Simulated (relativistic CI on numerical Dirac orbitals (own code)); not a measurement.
One change at a time: Dy³¹⁺

Base calculation: Dirac-Coulomb-Breit CI, KLI orbitals optimised for each configuration, model QED (radiative potential, 1s self-energy scaled to tabulated hydrogen-like ionisation energies), unscaled Slater integrals.

CI space (outside the closed core [Ar] 3d10): 4s²4p⁵, 4s4p⁶, 4s²4p⁴4d, 4s4p⁵4d, 4s²4p⁴4f, 4s4p⁵4f, 4p⁶4d, 4s4p⁴4d², 4s²4p³4d4f, 4p⁶4f, 4s²4p⁴5s, 4p⁵4d4f, 4p⁶5s, 4s4p⁴4f², 4s²4p⁴5p, 4s4p⁴4d5s, 4s²4p³4f5s, 4s4p⁵5s, 4s²4p⁴5d, 4s4p⁵5p, 4s²4p⁴5f, 4s²4p⁴5g, 4s4p⁵5d, 4p⁵4f5s, 4s²4p⁴6s, 4s4p⁵5f, 4s²4p⁴6p, 4s²4p³4d², 4s²4p²4d³, 4s4p³4d³, 4s²4p²4d²4f, 4s4p³4d²4f, 4s²4p²4d²5s, 4p⁵4d², 4p⁴4d³, 4p⁴4d²4f, 4p⁴4d²5s, 4p⁵4d5s, 4p⁴4d4f5s, 4p⁴4d5s², 4s²4p³5s², 4s²4p²4d5s², 4s4p³4d5s², 4s²4p²4f5s², 4s4p³4f5s². Double excitations out of closed p, d and f shells are left out; levels of such configurations are missing from the list, as are those of other unlisted configurations, and high levels can miss mixing partners. These lack a partner that the ground configuration has and come out too high: 4s²4p⁴5p, 4s4p⁵5s, 4s²4p⁴5d, 4s4p⁵5p, 4s²4p⁴5f.

Variants: (1) valence Slater integrals scaled by 0.9; (2) QED terms removed; (3) non-relativistic limit. Shifts of the energy above 4s²4p⁵ ²P°3/2, in cm⁻¹, for the lowest level and the first level of each name with at least 55 % of one term (blank where a level changes its place among those of its configuration and J or its character, or is not in the variant):

```json
{"Level": "4s²4p⁵ ²P°3/2", "Base": "0", "Δ(1)": "0", "Δ(2)": "0", "Δ(3)": "0"}
{"Level": "4s²4p⁵ ²P°1/2", "Base": "398272", "Δ(1)": "+612", "Δ(2)": "-517", "Δ(3)": "-398272"}
{"Level": "4s²4p⁴4d ²D3/2", "Base": "1066117", "Δ(1)": "-448", "Δ(2)": "+938", "Δ(3)": ""}
{"Level": "4s²4p⁴4d ⁴F9/2", "Base": "1078430", "Δ(1)": "+5024", "Δ(2)": "+723", "Δ(3)": "-126095"}
{"Level": "4s²4p⁴4d ⁴D1/2", "Base": "1342375", "Δ(1)": "", "Δ(2)": "+444", "Δ(3)": ""}
{"Level": "4s²4p⁴4d ²G7/2", "Base": "1413960", "Δ(1)": "+3687", "Δ(2)": "+436", "Δ(3)": "-420704"}
{"Level": "4s²4p⁴4d ²G9/2", "Base": "1492728", "Δ(1)": "+3887", "Δ(2)": "+212", "Δ(3)": "-499472"}
{"Level": "4s4p⁵4d ⁴P°1/2", "Base": "1969450", "Δ(1)": "+19211", "Δ(2)": "+5443", "Δ(3)": "-482873"}
{"Level": "4s4p⁵4d ⁴F°9/2", "Base": "2064729", "Δ(1)": "+16052", "Δ(2)": "+4345", "Δ(3)": "-542365"}
```

At this charge energies of transitions that change n are usually good to better than 1 %, and those within a shell (Δn = 0) to a few per cent.

Ionisation energy from the two ground configurations alone: base 1275.86 eV. The NIST ASD value (theoretical) is 1275 eV.

LS names give the leading component of a level, which can be under half, so a name can repeat, a term be missing and a line seem to break the LS rules.
